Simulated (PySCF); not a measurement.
**Which element holds Cl most strongly?**

CCSD(T) extrapolated to the basis-set limit (PySCF; BCl CCSD(T)/CBS(TQ)+CV+SR, GaCl CCSD(T)/CBS(DT)+CV, GeCl CCSD(T)/CBS(DT), InCl CCSD(T)/CBS(DT)+CV, SbCl CCSD(T)/CBS(DT), SiCl CCSD(T)/CBS(TQ)+SR, SnCl CCSD(T)/CBS(DT); CV core-valence, SR scalar-relativistic term); no spin–orbit coupling. D0 is De less the harmonic zero-point energy.

| M | state (unpaired electrons) | Re (Å) | ωe (cm⁻¹) | D0(MCl) (eV) |
| --- | --- | --- | --- | --- |
| Ga | singlet (closed shell) | 2.205 | 367 | 4.82 |
| Si | doublet (π ↑) | 2.064 | 537 | 4.41 |
| Sb | triplet (π ↑↑) | 2.339 | 375 | 3.02 |
| B | singlet (closed shell) | 1.716 | 842 | 5.29 |
| In | singlet (closed shell) | 2.408 | 316 | 4.59 |
| Sn | doublet (π ↑) | 2.364 | 353 | 3.86 |
| Ge | doublet (π ↑) | 2.169 | 407 | 3.98 |

**Question.** Order the elements by D0 and give the energy of SnCl + B → BCl + Sn.

**Answer.** B > Ga > In > Si > Ge > Sn > Sb; ΔE = 3.86 − 5.29 = -1.43 eV at composite CCSD(T). Close neighbours can swap at other levels.

Correlated steps freeze the inner cores (6 to 10 orbitals); shallow outer-core shells are correlated. Spin–orbit coupling is left out, which matters for elements this heavy, above all for dissociation energies. Where the molecule has an RHF reference, its open-shell atoms are computed with UHF. States were picked by a PBE0 search and need not be the measured ground states.
